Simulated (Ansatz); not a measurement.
Frontier orbitals of C2H4BFO, SMILES `CB(F)C=O`.

Total charge 0; spin multiplicity 1. The geometry is a stationary point of PBE0-D4/def2-TZVP. It is one conformer, not always the lowest. Basis def2-TZVPP, Ansatz 0.2.0.

```json
{"functional": "LDA (SPW92)", "HOMO (eV)": "-5.75", "LUMO (eV)": "-3.84", "gap (eV)": "1.91"}
{"functional": "PBE", "HOMO (eV)": "-5.63", "LUMO (eV)": "-3.56", "gap (eV)": "2.07"}
{"functional": "revPBE", "HOMO (eV)": "-5.57", "LUMO (eV)": "-3.45", "gap (eV)": "2.12"}
{"functional": "BLYP", "HOMO (eV)": "-5.58", "LUMO (eV)": "-3.42", "gap (eV)": "2.16"}
{"functional": "B97M-V", "HOMO (eV)": "-6.09", "LUMO (eV)": "-3.29", "gap (eV)": "2.80"}
{"functional": "PBE0", "HOMO (eV)": "-7.23", "LUMO (eV)": "-2.48", "gap (eV)": "4.75"}
{"functional": "r2SCANh", "HOMO (eV)": "-6.53", "LUMO (eV)": "-2.97", "gap (eV)": "3.56"}
{"functional": "r2SCAN0", "HOMO (eV)": "-7.44", "LUMO (eV)": "-2.38", "gap (eV)": "5.06"}
{"functional": "LC-ωPBE", "HOMO (eV)": "-9.99", "LUMO (eV)": "-0.01", "gap (eV)": "9.98"}
{"functional": "ωB97M-V", "HOMO (eV)": "-9.60", "LUMO (eV)": "-0.22", "gap (eV)": "9.38"}
{"functional": "HF", "HOMO (eV)": "-11.25", "LUMO (eV)": "1.48", "gap (eV)": "12.73"}
```

Against PBE, PBE0 changes HOMO and LUMO by −1.60 and +1.07 eV, ωB97M-V by −3.98 and +3.34 eV. A gap of 2.07 eV thus becomes 9.39 eV for the same molecule, so an orbital gap means little without its functional.

LC-ωPBE has ω = 0.4 bohr⁻¹.
